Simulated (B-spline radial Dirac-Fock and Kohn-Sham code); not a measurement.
These are calculated numbers from a radial B-spline solver; the model is multi-electron Dirac-Fock with separately optimised hole states, Breit and Lamb-shift corrections added in first order. Free neutral atoms.

Question: Order these X-ray lines by photon energy, lowest first.
A. Sc Lβ3
B. Sc Lη
C. Ti Lβ6
D. Ti Lγ5
E. Tc Mζ1
F. Ca Lη

Answer: E (213.2 eV), F (301.9 eV), B (348.1 eV), C (460.9 eV), D (466.5 eV), A (471.2 eV).
